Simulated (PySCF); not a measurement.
How methods differ on the interval between two levels of Pd³⁺

Pd³⁺ [Kr] 4d7 [4F9/2, M_J = 9/2] → Pd³⁺ [Kr] 4d6 5s1 [6D9/2, M_J = 9/2], as a difference of total energies. Calculation: PySCF 2.14, in x2c-SVPall-2c with one added diffuse shell each of s, p, d type (7s9p7d1f, 76 functions); the two-component X2C-1e Hamiltonian. Correlated levels: [Ar] 3d10 frozen; the 6 highest virtual spinors dropped. "Screened" scales the spin-orbit matrix elements by Boettger's factors to mimic the two-electron term; Breit and QED terms are absent.

| method | interval between two levels (cm⁻¹) |
| --- | --- |
| GHF (spin-free) | 89046 |
| GMP2 (spin-free) | 90708 |
| GHF (screened spin-orbit) | 89688 |
| GMP2 (screened spin-orbit) | 91363 |

The labels give the starting determinants; with spin-orbit coupling the two ends relaxed to ⟨J²⟩ = 24.76, ⟨L²⟩ = 12.21, ⟨S²⟩ = 3.69 and ⟨J²⟩ = 24.76, ⟨L²⟩ = 6.12, ⟨S²⟩ = 8.68.
